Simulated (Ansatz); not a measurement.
thionyl fluoride (F₂OS), SMILES O=S(F)F.

Geometry: PBE0-D3(BJ)/def2-TZVP.

Two levels are set side by side: PBE/def2-SVPD (Ansatz, a first-principles code) and ωB97X-V/def2-SVPD (Ansatz). Energy differences of separate SCF runs at the same geometry; the states with an electron removed or added have multiplicity 2 and 2. Differences are taken from unrounded values.

```
quantity                             PBE
---------------------------------  -----
vertical ionisation energy (eV)    12.31
vertical singlet–triplet gap (eV)   5.43
```

**Question.** These are the PBE values. What does ωB97X-V give? (The exact figures need the calculation; the answer reports its results.)

**Answer.** 
```
quantity                           ωB97X-V  PBE minus ωB97X-V
---------------------------------  -------  -----------------
vertical ionisation energy (eV)      12.65              -0.33
vertical singlet–triplet gap (eV)     5.68              -0.25
```
